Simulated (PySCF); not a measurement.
C₂H₄F₂Si₂, SMILES C#C[Si@H](F)[SiH2]F.

The structure is a stationary point at PBE0-D3(BJ)/def2-SVP. The structure was generated by enumeration; whether it is a known compound was not checked. The values are those of a single conformer.

Two levels are set side by side: TDDFT-PBE/def2-SVPD (PySCF) and TDDFT-PBE0/def2-SVPD (PySCF). Vertical, same geometry. The lowest singlet is HOMO→LUMO 98 % with PBE and HOMO→LUMO 87 % with the other functional; states are paired by order. Differences are taken from unrounded values.

```tsv
quantity	TDDFT-PBE0	TDDFT-PBE	TDDFT-PBE minus TDDFT-PBE0
lowest singlet excitation (eV)	5.34	4.93	-0.40
lowest triplet excitation (TDA) (eV)	4.63	4.50	-0.13
first bright state (f over 0.05) (eV)	6.99	6.16	-0.83
its oscillator strength	0.13	0.12	0.00
```

A lower first singlet is the usual sign of a functional without exact exchange. Differences between two approximate levels are no errors against the true value.

Rough cost on one machine, each run with all the roots and properties that it gave: TDDFT-PBE0 against TDDFT-PBE about 4 times.
